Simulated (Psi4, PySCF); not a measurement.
The PySCF input:
```python
from pyscf import gto, scf, mp

mol = gto.Mole()
mol.atom = '''
    O    -0.351619    1.375810    0.164177
    S    -0.155350    0.005585   -0.270455
    O    -1.001187   -1.031555    0.259665
    O     1.412122   -0.399306    0.098874
    H     2.011082    0.351045    0.145551
'''
mol.basis = 'def2-svp'
mol.charge = 0
mol.spin = 1
mol.verbose = 3
mol.build()

mf = scf.UHF(mol)
mf.kernel()

pt = mp.MP2(mf, frozen=8)
pt.kernel()
print('E(MP2) = %.10f' % pt.e_tot)
```

Problem. Give the equivalent Psi4 input.

Solution. Several could match; the one computed here: 
```
memory 2 GB

molecule mol {
0 2
  O    -0.351619    1.375810    0.164177
  S    -0.155350    0.005585   -0.270455
  O    -1.001187   -1.031555    0.259665
  O     1.412122   -0.399306    0.098874
  H     2.011082    0.351045    0.145551
}

set basis def2-svp
set reference uhf
set freeze_core true
set mp2_type conv
set scf_type pk
set puream true
set d_convergence 1e-8

energy('mp2')
print_variables()
```

Both were run: PySCF gave -622.945408 Eh and Psi4 -622.945408 Eh, 0.000 mEh apart.
